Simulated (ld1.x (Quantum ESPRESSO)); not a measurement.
# Te (Z = 52): RRKJ pseudisation with Wu–Cohen, scalar-relativistic reference atom.

ld1.x (Quantum ESPRESSO) 7.5 was run on this input:

```
&input
   title='Te', zed=52., rel=1, dft='WC', iswitch=3,
   config='[Kr] 4d10 5s2 5p3.5',
   nld=2, rlderiv=1.95, eminld=-3.0, emaxld=5.0, deld=0.02
 /
 &inputp
   pseudotype=2, tm=.false., lloc=0,
   nlcc=.false.,
   file_pseudopw='Te.UPF', file_wfcaegen='ae.wfc', file_wfcncgen='nc.wfc', file_beta='beta', file_chi='chi'
 /
2
5P  2  1   3.50   0.00  1.80  1.80  0.0
5S  1  0   2.00   0.00  1.55  1.55  0.0
 &test
   configts(1)='5s2 5p3.5'
 /
```

Command:

```bash
ld1.x < Te.in > Te.out
```

Resulting log (shortened: banner, matrices, multipoles, cross overlaps and the repeated all-electron block are left out):

```
Program LD1 v.7.5
     --------------------------- All-electron run ----------------------------

     Te
     scalar relativistic calculation

     atomic number is 52.00
     dft =WC   lsd =0 sic =0 latt =0  beta=0.20 tr2=1.0E-14
     Exchange-correlation= WC
                           (   1   4  11   4   0   0   0)
     mesh =1245 r(mesh) =  99.36066 a.u. xmin = -7.00 dx = 0.01250
     1 Ry =  13.60569312 eV, c = 137.03599908

     n l     nl                  e(Ry)          e(Ha)          e(eV)
     1 0     1S 1( 2.00)     -2324.7332     -1162.3666    -31629.6069
     2 0     2S 1( 2.00)      -356.7633      -178.3817     -4854.0125
     2 1     2P 1( 6.00)      -320.3542      -160.1771     -4358.6413
     3 0     3S 1( 2.00)       -71.2387       -35.6194      -969.2521
     3 1     3P 1( 6.00)       -59.4022       -29.7011      -808.2085
     4 0     4S 1( 2.00)       -12.3889        -6.1945      -168.5596
     4 1     4P 1( 6.00)        -8.7188        -4.3594      -118.6248
     3 2     3D 1(10.00)       -41.4849       -20.7425      -564.4309
     4 2     4D 1(10.00)        -3.3751        -1.6875       -45.9205
     5 0     5S 1( 2.00)        -1.4119        -0.7059       -19.2095
     5 1     5P 1( 3.50)        -0.7144        -0.3572        -9.7200

     final scf error:  8.2E-15 reached in  23 iterations

     Etot =  -13587.131315 Ry,   -6793.565657 Ha, -184862.339087 eV

     Ekin =   14235.990694 Ry,    7117.995347 Ha,  193690.520690 eV
     Encl =  -32854.231448 Ry,  -16427.115724 Ha, -447004.590875 eV
     Eh   =    5380.334303 Ry,    2690.167152 Ha,   73203.177426 eV
     Exc  =    -349.224864 Ry,    -174.612432 Ha,   -4751.446328 eV

     normalization and overlap integrals

     s(1S/1S) =  1.000000  <r> =   0.0278  <r2> =    0.0010  r(max) =   0.0178
     s(2S/2S) =  1.000000  <r> =   0.1199  <r2> =    0.0169  r(max) =   0.1014
     s(2P/2P) =  1.000000  <r> =   0.1048  <r2> =    0.0134  r(max) =   0.0810
     s(3S/3S) =  1.000000  <r> =   0.3223  <r2> =    0.1187  r(max) =   0.2934
     s(3P/3P) =  1.000000  <r> =   0.3203  <r2> =    0.1190  r(max) =   0.2861
     s(4S/4S) =  1.000000  <r> =   0.7645  <r2> =    0.6608  r(max) =   0.7038
     s(4P/4P) =  1.000000  <r> =   0.8210  <r2> =    0.7690  r(max) =   0.7399
     s(3D/3D) =  1.000000  <r> =   0.2969  <r2> =    0.1044  r(max) =   0.2372
     s(4D/4D) =  1.000000  <r> =   0.9719  <r2> =    1.1109  r(max) =   0.8076
     s(5S/5S) =  1.000000  <r> =   2.0560  <r2> =    4.7872  r(max) =   1.7749
     s(5P/5P) =  1.000000  <r> =   2.5567  <r2> =    7.5029  r(max) =   2.1410

     ------------------------ End of All-electron run ------------------------

     --------------------- Generating NC pseudopotential ---------------------

      Generating local pot.: lloc=0, matching radius rcloc =   1.5500

      Wfc   5P  rcut= 1.820  Estimated cut-off energy=       51.53 Ry
      This function has    0 nodes for 0 < r <    1.820

     ------------------- End of pseudopotential generation -------------------

     Computing logarithmic derivative in   1.94941
     Computing logarithmic derivative in   1.94941
     Computing the partial wave expansion
       no projector for channel:   0
     R is outside the sphere for l=    1 j= 0.00

     ---------------------- Testing the pseudopotential ----------------------

     Te
     scalar relativistic calculation

     atomic number is 52.00   valence charge is  6.00
     dft =WC   lsd =0 sic =0 latt =0  beta=0.20 tr2=1.0E-14
     mesh =1245 r(mesh) =  99.36066 xmin = -7.00 dx = 0.01250

     n l     nl             e AE (Ry)        e PS (Ry)    De AE-PS (Ry)
     1 0     5S   1( 2.00)       -1.41187       -1.41187        0.00000
     2 1     5P   1( 3.50)       -0.71441       -0.71441        0.00000

     eps = 8.2E-16  iter = 15

     Etot =  -13587.131315 Ry,   -6793.565657 Ha, -184862.339087 eV
     Etotps =   -15.874480 Ry,      -7.937240 Ha,    -215.983300 eV

     Ekin =       4.419204 Ry,       2.209602 Ha,      60.126337 eV
     Encl =     -28.996103 Ry,     -14.498051 Ha,    -394.512079 eV
     Ehrt =      11.471456 Ry,       5.735728 Ha,     156.077109 eV
     Ecxc =      -3.083493 Ry,      -1.541746 Ha,     -41.953059 eV
     Epseu=       0.314456 Ry,       0.157228 Ha,       4.278391 eV

     ---------------------- End of pseudopotential test ----------------------
```

Note: ghost state, extra bound levels that the all-electron valence spectrum of the same l lacks: d at -1.73 eV. A true bound ghost makes a file unfit for plane-wave use.

Generation and configuration tests took about 2.1 s on one core of a shared server CPU.

Transferability test of the new file with ld1.x, input:

```
&input
   title='Te', zed=52., rel=1, dft='WC', iswitch=2,
   config='[Kr] 4d10 5s2 5p3.5'
 /
 &test
   file_pseudo='Te.UPF', nconf=8,
   configts(1)='5s2 5p3.5',
   configts(2)='5s2 5p4',
   configts(3)='5s2 5p3',
   configts(4)='5s2 5p2',
   configts(5)='5s1 5p5',
   configts(6)='5s2 5p0',
   configts(7)='5s2 5p1',
   configts(8)='5s1 5p4'
 /
```

```bash
ld1.x < Te.test.in > Te.test.out
```

Pseudopotential blocks of its output, shortened (energy terms left out):

```
     ---------------------- Testing the pseudopotential ----------------------

     n l     nl             e AE (Ry)        e PS (Ry)    De AE-PS (Ry)
     1 0     5S   1( 2.00)       -1.41187       -1.41187        0.00000
     2 1     5P   1( 3.50)       -0.71441       -0.71441        0.00000

     eps = 4.3E-15  iter = 17

     Etot =  -13587.131315 Ry,   -6793.565657 Ha, -184862.339088 eV
     Etotps =   -15.874479 Ry,      -7.937240 Ha,    -215.983297 eV

     ---------------------- End of pseudopotential test ----------------------

          ---------------------- Testing the pseudopotential ----------------------

     n l     nl             e AE (Ry)        e PS (Ry)    De AE-PS (Ry)
     1 0     5S   1( 2.00)       -1.11432       -1.11436        0.00004
     2 1     5P   1( 4.00)       -0.43861       -0.43857       -0.00004

     eps = 2.7E-15  iter = 17

     Etot =  -13587.418631 Ry,   -6793.709315 Ha, -184866.248221 eV
     Etotps =   -16.161856 Ry,      -8.080928 Ha,    -219.893247 eV
     dEtot_ae =      -0.287316 Ry
     dEtot_ps =      -0.287376 Ry,   Delta E=       0.000060 Ry

     ---------------------- End of pseudopotential test ----------------------

          ---------------------- Testing the pseudopotential ----------------------

     n l     nl             e AE (Ry)        e PS (Ry)    De AE-PS (Ry)
     1 0     5S   1( 2.00)       -1.72969       -1.72961       -0.00008
     2 1     5P   1( 3.00)       -1.00932       -1.00937        0.00006

     eps = 3.6E-15  iter = 19

     Etot =  -13586.701219 Ry,   -6793.350609 Ha, -184856.487337 eV
     Etotps =   -15.444260 Ry,      -7.722130 Ha,    -210.129856 eV
     dEtot_ae =       0.430096 Ry
     dEtot_ps =       0.430220 Ry,   Delta E=      -0.000124 Ry

     ---------------------- End of pseudopotential test ----------------------

          ---------------------- Testing the pseudopotential ----------------------

     n l     nl             e AE (Ry)        e PS (Ry)    De AE-PS (Ry)
     1 0     5S   1( 2.00)       -2.41420       -2.41364       -0.00056
     2 1     5P   1( 2.00)       -1.64563       -1.64574        0.00011

     eps = 6.4E-15  iter = 17

     Etot =  -13585.378771 Ry,   -6792.689385 Ha, -184838.494517 eV
     Etotps =   -14.121360 Ry,      -7.060680 Ha,    -192.130891 eV
     dEtot_ae =       1.752544 Ry
     dEtot_ps =       1.753119 Ry,   Delta E=      -0.000576 Ry

     ---------------------- End of pseudopotential test ----------------------

          ---------------------- Testing the pseudopotential ----------------------

     n l     nl             e AE (Ry)        e PS (Ry)    De AE-PS (Ry)
     1 0     5S   1( 1.00)       -1.16986       -1.16823       -0.00163
     2 1     5P   1( 5.00)       -0.47922       -0.47904       -0.00018

     eps = 2.6E-16  iter = 15

     Etot =  -13586.735432 Ry,   -6793.367716 Ha, -184856.952834 eV
     Etotps =   -15.479145 Ry,      -7.739572 Ha,    -210.604494 eV
     dEtot_ae =       0.395882 Ry
     dEtot_ps =       0.395335 Ry,   Delta E=       0.000548 Ry

     ---------------------- End of pseudopotential test ----------------------

          ---------------------- Testing the pseudopotential ----------------------

     n l     nl             e AE (Ry)        e PS (Ry)    De AE-PS (Ry)
     1 0     5S   1( 2.00)       -3.92342       -3.91718       -0.00624  !
     2 1     5P   1( 0.00)       -3.05120       -3.04733       -0.00388

     eps = 4.9E-15  iter = 10

     Etot =  -13580.706693 Ry,   -6790.353346 Ha, -184774.927653 eV
     Etotps =    -9.449547 Ry,      -4.724773 Ha,    -128.567634 eV
     dEtot_ae =       6.424622 Ry
     dEtot_ps =       6.424933 Ry,   Delta E=      -0.000311 Ry

     ---------------------- End of pseudopotential test ----------------------

          ---------------------- Testing the pseudopotential ----------------------

     n l     nl             e AE (Ry)        e PS (Ry)    De AE-PS (Ry)
     1 0     5S   1( 2.00)       -3.15013       -3.14816       -0.00197
     2 1     5P   1( 1.00)       -2.33081       -2.33050       -0.00031

     eps = 5.5E-15  iter = 14

     Etot =  -13583.394555 Ry,   -6791.697277 Ha, -184811.497882 eV
     Etotps =   -12.136639 Ry,      -6.068320 Ha,    -165.127390 eV
     dEtot_ae =       3.736760 Ry
     dEtot_ps =       3.737840 Ry,   Delta E=      -0.001080 Ry

     ---------------------- End of pseudopotential test ----------------------

          ---------------------- Testing the pseudopotential ----------------------

     n l     nl             e AE (Ry)        e PS (Ry)    De AE-PS (Ry)
     1 0     5S   1( 1.00)       -1.78729       -1.78518       -0.00211
     2 1     5P   1( 4.00)       -1.05471       -1.05436       -0.00035

     eps = 1.6E-15  iter = 15

     Etot =  -13585.974754 Ry,   -6792.987377 Ha, -184846.603274 eV
     Etotps =   -14.718537 Ry,      -7.359268 Ha,    -200.255897 eV
     dEtot_ae =       1.156561 Ry
     dEtot_ps =       1.155943 Ry,   Delta E=       0.000618 Ry

     ---------------------- End of pseudopotential test ----------------------
```
